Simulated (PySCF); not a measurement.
# Vibration and rotation of CaIn⁺

RHF-CCSD(T) constants of CaIn⁺, ¹Σ⁺ (singlet), closed shell (PySCF, spin-free X2C with a Gaussian nucleus, basis sets Ca x2c-SVPall, In x2c-SVPall; masses 39.9626 and 114.9039 u):

```
ωe              : 106.6 cm⁻¹
ωexe            : 0.25 cm⁻¹
Be              : 0.04127 cm⁻¹
αe              : 0.000157 cm⁻¹
D (centrifugal) : 2.47e-08 cm⁻¹
De to Ca + In⁺  : 1.10 eV
```

(1) Give the band origin of the fundamental and the first lines of its P and R branches.

(2) Near which J would the R branch turn back, without centrifugal distortion?

Correlated steps freeze 23 core orbitals. Correlated levels converge slowly with the basis: in double zeta they bind strong bonds too weakly, by up to about 1 eV, and carry superposition errors of some tenths. Spin–orbit coupling is left out. For an ion De counts to the pair picked by the measured ionisation energies or electron affinities, which need not be the lowest pair at this level.

## Answers

(1) ν0 = ωe − 2ωexe = 106.1 cm⁻¹, B0 = 0.041191, B1 = 0.041035 cm⁻¹.

```tsv
J″	P(J″) − ν0	R(J″) − ν0
0		0.082
1	-0.082	0.164
2	-0.165	0.245
3	-0.248	0.326
4	-0.331	0.407
5	-0.415	0.488
6	-0.499	0.568
```

(2) At J ≈ (B0 + B1)/(2(B0 − B1)) − 1 ≈ 260.
